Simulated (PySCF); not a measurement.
**Potential energy of BeN along the bond**

Set-up: basis Be def2-TZVPP, N def2-TZVPP; no relativity; PySCF 2.14. Energies in eV from Be + N in their ground configurations at the same level. State: ⁴Σ⁻ (quartet), unpaired electrons σ ↑, π ↑↑.

```csv
R (Å),UHF
1.384,-0.3329
1.448,-0.7017
1.512,-0.9003
1.561,-0.9656
1.609,-0.9763
1.657,-0.9448
1.722,-0.8543
1.802,-0.6900
1.899,-0.4594
2.027,-0.1750
```

Question: Put a parabola through the three lowest points of the UHF curve and estimate Re, k and ωe (reduced mass 5.483 u; 1 eV/Å² = 0.16022 mdyn/Å; ωe = 1302.8·√(k/μ) cm⁻¹).

Answer: Through R = 1.561, 1.609, 1.657 Å the second-order coefficient is 9.16 eV/Å², so Re ≈ 1.597 Å, k ≈ 2.93 mdyn/Å and ωe ≈ 953 cm⁻¹. A polynomial fit of higher order to the unrounded UHF energies gives Re = 1.595 Å, k = 3.12 mdyn/Å, ωe = 983 cm⁻¹; anharmonicity and rounding make the difference.

The higher-order fit for each curve: UHF: Re = 1.595 Å, ωe = 983 cm⁻¹, De = 0.98 eV.

⟨S²⟩ of the unrestricted solution departs from its pure value on part of the curve, where spin states mix. Hartree–Fock leaves out correlation, which carries a large part of most bond energies and some tenths to 1 eV of ionisation energies. The state is the lowest determinant that a PBE0 search found; another state may lie lower at other levels.
